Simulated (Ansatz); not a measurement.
Molecule: C₆H₆N, net charge 0, doublet state. It need not be the lowest isomer of its formula. SMILES: Cc1ccc[c]n1
Geometry from a B3LYP-D3(BJ)/def2-TZVP (Ansatz, a quantum-chemistry and plane-wave program) optimisation:
```xyz
13

C     -2.3216     0.3709     0.1879
C     -0.8494     0.1328     0.0710
C     -0.0066     0.9190    -0.7053
C      1.3569     0.6301    -0.7610
C      1.8684    -0.4420    -0.0409
C      0.9274    -1.1490     0.6945
N     -0.3237    -0.9040     0.7611
H     -2.8741    -0.5102    -0.1442
H     -2.6357     1.2276    -0.4068
H     -2.5940     0.5467     1.2303
H     -0.4125     1.7522    -1.2632
H      2.0150     1.2427    -1.3661
H      2.9167    -0.7015    -0.0549
```
Charge 0, spin multiplicity 2.

Parts of the frozen-core correlation energy in cc-pVTZ (Ansatz, hartree). Frozen orbitals: 7; correlated occupied orbitals by spin: 18 and 17; virtual: 269 and 270. UHF or UKS for open shells. Spin-orbit coupling is left out. Non-relativistic.

```
term                            value
-------------------------  ----------
reference (HF)             -285.19178
MP2 opposite-spin          (withheld)
MP2 same-spin              (withheld)
CCSD correlation           (withheld)
(T)                          -0.06143
T1 diagnostic                   0.042
largest doubles amplitude       0.063
<S^2> of the reference          1.259
```

Problem. What belongs in the gaps?

Solution. 
- MP2 opposite-spin, value: -0.80520
- MP2 same-spin, value: -0.27594
- CCSD correlation, value: -1.14238
